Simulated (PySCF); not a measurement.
C$_{4}$H$_{11}$S (SMILES CC(C)(C)[SH2+]), charge +1, singlet, at a GFN2-xTB geometry, atoms displaced at random by about 0.03 Å a coordinate; HF/STO-3G, gradient (PySCF).

Here is a job for PySCF.
```python
from pyscf import gto, scf

mol = gto.Mole()
mol.atom = '''
    C    -0.489878    1.225905    1.089742
    C    -0.390454   -0.054923    0.264639
    C    -0.196766   -1.319014    1.076891
    C    -1.536513   -0.214810   -0.691036
    S     1.215110    0.050272   -0.872250
    H    -1.361115    1.126690    1.674467
    H    -0.553884    2.113006    0.450288
    H     0.332255    1.341405    1.781260
    H    -0.055452   -2.121761    0.461836
    H    -1.037051   -1.465163    1.667769
    H     0.676194   -1.179690    1.762165
    H    -1.337575   -1.016043   -1.462672
    H    -1.620993    0.706939   -1.367118
    H    -2.476936   -0.357230   -0.186434
    H     1.019366    1.318665   -1.295378
    H     2.038801    0.512156    0.112481
'''
mol.basis = 'sto-3g'
mol.charge = 1
mol.spin = 0
mol.verbose = 4
mol.build()

mf = scf.RHF(mol)
mf.kernel()
g = mf.nuc_grad_method()
grad = g.kernel()
```

Output, abridged:

```
PySCF version 2.14.0

[INPUT] verbose = 4
[INPUT] num. atoms = 16
[INPUT] num. electrons = 50
[INPUT] charge = 1
[INPUT] spin (= nelec alpha-beta = 2S) = 0
[INPUT] symmetry False subgroup None
[INPUT] Mole.unit = angstrom
[INPUT] Symbol           X                Y                Z      unit          X                Y                Z       unit  Magmom
[...]
nuclear repulsion = 254.783013337447
number of shells = 28
number of NR pGTOs = 120
number of NR cGTOs = 40
basis = sto-3g
ecp = {}

******** <class 'pyscf.scf.hf.RHF'> ********
method = RHF
initial guess = minao
damping factor = 0
level_shift factor = 0
DIIS = <class 'pyscf.scf.diis.CDIIS'>
diis_start_cycle = 1
diis_space = 8
diis_damp = 0
SCF conv_tol = 1e-09
SCF conv_tol_grad = None
SCF max_cycles = 50
direct_scf = True
direct_scf_tol = 1e-13
Set gradient conv threshold to 3.16228e-05
Initial guess from minao.
init E= -549.705514335338
[...]
cycle= 1 E= -548.96915651371  delta_E= 0.736  |g|= 0.293  |ddm|= 4.44
[...]
cycle= 2 E= -549.003753644197  delta_E= -0.0346  |g|= 0.0837  |ddm|= 0.527
[...]
cycle= 3 E= -549.006834392016  delta_E= -0.00308  |g|= 0.0291  |ddm|= 0.16
[...]
cycle= 4 E= -549.007221361509  delta_E= -0.000387  |g|= 0.00413  |ddm|= 0.0555
[...]
cycle= 5 E= -549.00723437256  delta_E= -1.3e-05  |g|= 0.000684  |ddm|= 0.0116
[...]
cycle= 6 E= -549.007234716261  delta_E= -3.44e-07  |g|= 0.000109  |ddm|= 0.00196
[...]
cycle= 7 E= -549.00723472411  delta_E= -7.85e-09  |g|= 2.22e-05  |ddm|= 0.000291
[...]
cycle= 8 E= -549.007234724475  delta_E= -3.65e-10  |g|= 4.15e-06  |ddm|= 6.84e-05
[...]
Extra cycle  E= -549.007234724487  delta_E= -1.21e-11  |g|= 1.43e-06  |ddm|= 9.45e-06
converged SCF energy = -549.007234724487

******** <class 'pyscf.grad.rhf.Gradients'> for <class 'pyscf.scf.hf.RHF'> ********
unit = Eh/Bohr
--------------- RHF gradients ---------------
         x                y                z
0 C    -0.0258897934    -0.0146619668     0.0137846370
1 C    -0.0267390361     0.0009421881     0.0132280951
2 C    -0.0628046321    -0.0562714153    -0.0487452057
3 C     0.0058239430    -0.0267068566     0.1087909901
4 S     0.0087437524    -0.0275038711    -0.0326106038
5 H     0.0298325088    -0.0023953232    -0.0153004962
6 H     0.0033533827     0.0066185814    -0.0067745518
7 H    -0.0069043864     0.0004547710    -0.0010084203
8 H    -0.0099741283     0.0563119789     0.0380365295
9 H     0.0412695604     0.0081822913    -0.0269120905
10 H     0.0207975383     0.0108287706     0.0162635701
11 H     0.0111371829    -0.0117735669    -0.0360128786
12 H     0.0029857563     0.0295480428    -0.0353953563
13 H     0.0049747759     0.0052526002    -0.0061476495
14 H     0.0012788881     0.0076785574     0.0081380663
15 H     0.0021146874     0.0134952185     0.0106653646
----------------------------------------------
```
